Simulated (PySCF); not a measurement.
How strongly As binds etchant and ambient atoms

PBE0 in PySCF with def2-TZVPPD on every atom, for the lowest determinant that a PBE0 search found; no spin–orbit coupling. D0 is De less the harmonic zero-point energy.

| X | state of AsX | D0(AsX) (eV) | D0(X₂) (eV) |
| --- | --- | --- | --- |
| H | triplet (π ↑↑) | 2.77 | 4.26 |
| F | triplet (π ↑↑) | 4.18 | 1.44 |
| Br | triplet (π ↑↑) | 2.87 | 2.25 |
| O | doublet (π ↑) | 4.70 | 5.28 |
| N | singlet (closed shell) | 4.55 | 9.62 |

Q: Give the energy of As + X₂ → AsX + X at 0 K for each X.

A: H: 4.26 − 2.77 = +1.49 eV; F: 1.44 − 4.18 = -2.74 eV; Br: 2.25 − 2.87 = -0.62 eV; O: 5.28 − 4.70 = +0.58 eV; N: 9.62 − 4.55 = +5.07 eV (PBE0/def2-TZVPPD; negative means exothermic).

Q: Does an atom of O displace N from AsN?

A: AsN + O → AsO + N has ΔE = 4.55 − 4.70 = -0.15 eV at PBE0/def2-TZVPPD, so it is downhill.

Gas-phase diatomics only hint at surface chemistry, where an atom holds several bonds.

Spin–orbit coupling is left out. States were picked by a PBE0 search and need not be the measured ground states.
